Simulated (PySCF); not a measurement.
A calculated (revPBE, PySCF 2.14, x2c-TZVPPall, scalar relativity by spin-free X2C-1e) atom or ion has these occupied shells.

```
shell  electrons  orbital energy (eV)  rms radius, mean of both spins (bohr)
 1s β          1             -65075.6                                 0.0215
 1s α          1             -65075.6                                 0.0215
 2s α          1             -11128.6                                 0.0869
 2s β          1             -11128.5                                 0.0869
 2p α          3              -9801.5                                 0.0788
 2p β          3              -9801.5                                 0.0788
 3s α          1              -2535.3                                  0.223
 3s β          1              -2535.3                                  0.223
 3p α          3              -2136.9                                  0.224
 3p β          3              -2136.9                                  0.224
 3d α          5              -1651.1                                  0.205
 3d β          5              -1651.1                                  0.205
 4s α          1              -508.67                                  0.498
 4s β          1              -508.62                                  0.498
 4p α          3              -377.22                                  0.530
 4p β          3              -377.18                                  0.530
 4d α          5              -203.76                                  0.576
 4d β          5              -203.71                                  0.576
 5s α          1              -64.250                                   1.21
 5s β          1              -63.350                                   1.21
 5p α          3              -33.542                                   1.44
 5p β          3              -32.176                                   1.44
 4f α          7              -14.304                                  0.775
 4f β          7              -14.085                                  0.775
 5d α          4               -1.971                                   3.19
```

Problem. Name the element and its charge.

Solution. Hf (hafnium, neutral), in [Xe] 4f14 5d4, high-spin 5D determinant (an excited configuration).
